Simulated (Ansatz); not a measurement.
Basis sets compared for Mo₅Se₉. The state is a singlet with charge 0. Geometry PBE-D4/def2-SVP. Ansatz on 2 threads of AMD EPYC 7R13 on a shared host and a share (18 GiB) of an NVIDIA H100 80GB HBM3; times are rough, and most runs start from earlier orbitals.

```xyz
14

Mo    1.341    0.507   -0.627
Mo   -0.033   -0.414    1.448
Mo   -1.028   -0.972   -1.312
Mo    0.835   -2.107   -0.093
Mo   -1.078    1.392   -0.115
Se   -0.053    2.082    2.188
Se    1.046   -0.977   -2.614
Se   -1.453   -3.277   -0.961
Se    0.525    2.849   -1.493
Se    2.487   -0.699    1.262
Se    2.474    2.655   -0.070
Se   -2.190    0.915    2.174
Se   -0.234   -2.758    2.136
Se   -2.640    0.804   -1.924
```

In the def2 sets Mo takes a core potential; there is no spin–orbit coupling. Single mean-field runs in def2-SVP, def2-TZVP are fitted with def2-universal-jkfit. The restricted singlet is unstable towards broken spin symmetry in Hartree–Fock (as tested in another run); at PBE-D4/def2-TZVP, PBE0-D4/def2-SVP, PBE0-D4/def2-TZVP this wasn't settled. No other spin state of charge 0 was run. Another isomer (singlet) lies 0.42 eV lower at r2SCAN-D4/def2-TZVP; other spin states weren't run for this one.

Binding counts from free atoms (Mo septet, Se triplet) in the same basis, without a counterpoise term.

```tsv
level	functions	energy (Eh)	HOMO (eV)	LUMO (eV)	binding per atom (eV)	wall time
PBE-D4/def2-SVP	443	-21950.1511	-5.33	-4.60	4.22	5 s
PBE0-D4/def2-SVP	443	-21950.5076	-6.24	-4.14	3.69	8 s
```

**Question.** Estimate the rows for PBE-D4/def2-TZVP (with forces), PBE0-D4/def2-TZVP.

**Answer.** 
```json
{"level": "PBE-D4/def2-TZVP (with forces)", "functions": "632", "energy (Eh)": "-21952.9079", "HOMO (eV)": "-5.31", "LUMO (eV)": "-4.58", "binding per atom (eV)": "4.21", "wall time": "9.5 s"}
{"level": "PBE0-D4/def2-TZVP", "functions": "632", "energy (Eh)": "-21953.2672", "HOMO (eV)": "-6.19", "LUMO (eV)": "-4.07", "binding per atom (eV)": "3.69", "wall time": "12 s"}
```
